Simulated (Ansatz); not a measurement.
Basis-set extrapolation for C₃H₇AlOSi (`C#C[SiH](O)[AlH][CH3]`) (PBE0-D4/def2-TZVP geometry, frozen core, the Gaussian-basis code of Ansatz). Multiplicity 1, RHF reference.

```csv
,def2-TZVPP,def2-QZVPP
HF,-723.482981,-723.507716
MP2 correlation,-0.911019,-0.976382
CCSD(T) correlation,-1.000475,not run
```

Energies in hartree. Use E(X) = E(∞) + A·exp(−7.88·√X) for Hartree–Fock and E(X) = E(∞) + B·X^(−2.97) for correlation, with X = 3 and 4, and add CCSD(T) minus MP2 of the smaller set to the MP2 limit.

**Question.** What is the CCSD(T) energy at the basis-set limit?

**Answer.** HF limit: -723.507716 + (-0.024735) × 0.13774 = -723.51112. MP2 limit: -0.976382 + (-0.065363) × 0.74074 = -1.02480. Higher-order term: -1.000475 − (-0.911019) = -0.08946. Total: -724.62538 hartree, 3.86 eV below CCSD(T)/def2-TZVPP.
